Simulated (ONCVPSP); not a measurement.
Reading a pseudo-wave (neon (Ne))

Columns: radius, all-electron u(r) and pseudo u(r) of the 2s shell (level -36.41 eV) of neon in the configuration [He] 2s2 2p6; PBE, scalar-relativistic, ONCV scheme, ONCVPSP 4.0.1.

| r (bohr) | all-electron | pseudo |
| --- | --- | --- |
| 0.060 | -0.4574 | 0.0767 |
| 0.120 | -0.4176 | 0.1663 |
| 0.180 | -0.1811 | 0.2705 |
| 0.240 | 0.1081 | 0.3861 |
| 0.300 | 0.3823 | 0.5147 |
| 0.360 | 0.6141 | 0.6571 |
| 0.420 | 0.7949 | 0.8016 |
| 0.480 | 0.9259 | 0.9254 |
| 0.540 | 1.0128 | 1.0126 |
| 0.600 | 1.0629 | 1.0628 |
| 0.660 | 1.0830 | 1.0830 |
| 0.720 | 1.0803 | 1.0802 |
| 0.780 | 1.0601 | 1.0601 |
| 0.840 | 1.0274 | 1.0274 |
| 0.900 | 0.9859 | 0.9859 |
| 0.960 | 0.9387 | 0.9386 |
| 1.020 | 0.8879 | 0.8878 |
| 1.080 | 0.8355 | 0.8354 |
| 1.140 | 0.7827 | 0.7826 |
| 1.200 | 0.7305 | 0.7305 |
| 1.260 | 0.6797 | 0.6797 |
| 1.320 | 0.6308 | 0.6308 |
| 1.380 | 0.5841 | 0.5840 |
| 1.440 | 0.5397 | 0.5397 |
| 1.500 | 0.4979 | 0.4979 |
| 1.560 | 0.4587 | 0.4587 |

Question: How many radial nodes do the two functions have?

Answer: The all-electron 2s function has n − l − 1 = 1; the pseudo-wave has 0, since the states of the same l below it are removed with the core.

Question: At about which radius was the pseudo-wave matched?

Answer: 0.60 bohr. The columns agree to 0.0005 from 0.48 bohr on; several derivatives are matched, so the curves merge somewhat inside the radius.

Question: Is the pseudo-wave norm-conserving?

Answer: Yes: the ONCV scheme keeps the norm inside the radius equal to the all-electron one, which fixes the energy derivative of the logarithmic derivative at the level.
